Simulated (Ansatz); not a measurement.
Molecule: sum formula AlBr2F (charge 0, singlet). SMILES: [F][Al]([Br])[Br]
Coordinates optimised at B3LYP-D3(BJ)/def2-TZVP (Ansatz, an electronic-structure program):
```
Al
F 1 1.6396
Br 1 2.2316 2 118.93
Br 1 2.2316 2 118.93 3 180.00
```

Property: atomisation energy (electronic, to ground-state atoms), in eV. Correlated levels leave the core frozen unless marked. Open shells are spin-unrestricted. Spin-orbit coupling is left out. Frozen are the shells of the preceding noble gas and the d and f shells that filled before the atom's block. No relativistic terms. The coupled-cluster limit lacks core correlation, which all-electron functionals hold. CBS marks a two-point X^-3 extrapolation of the correlation energy; Hartree-Fock from the larger set.

```tsv
level	program	atomisation energy (eV)
HF/def2-SVP	Ansatz	10.56
revPBE-D4/def2-TZVPD	Ansatz + dftd4	13.50
PBE0/def2-TZVPD	Ansatz	13.63
BHLYP/def2-TZVPD	Ansatz	13.02
```

Question: What does CCSD(T)/CBS(def2-TZVPPD,def2-QZVPPD) (Ansatz) give?

Answer: 14.04 eV
